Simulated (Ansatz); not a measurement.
Ansatz (an electronic-structure program) input:
A basis named .json is the Basis Set Exchange file of that set.

Ansatz 0.2 input:
```yaml
crystal:
  periodic: [false, false, false]
  atoms:
    - {symbol: Si, position_ang: [0.28344064, 0.30471263, 0.59046993]}
    - {symbol: F, position_ang: [1.03207766, 1.44351801, -0.14563200]}
    - {symbol: Cl, position_ang: [-0.77981577, -1.01515524, -0.40917007]}
basis:
  gaussian:
    orbitals: aug-cc-pV_Q+d_Z.json
    fitting: {mean_field: def2-universal-jkfit, correlation: aug-cc-pVQZ-RIFIT.json}
total_charge: 1
magnetization: {spin_polarized: true, initial_magnetization: 1}
correlation: {method: mp2, electrons: outside_noble_gas}
```

What final total energy does it print?

-848.27500 Eh (RI-MP2/aug-cc-pV(Q+d)Z). The basis has 258 functions.
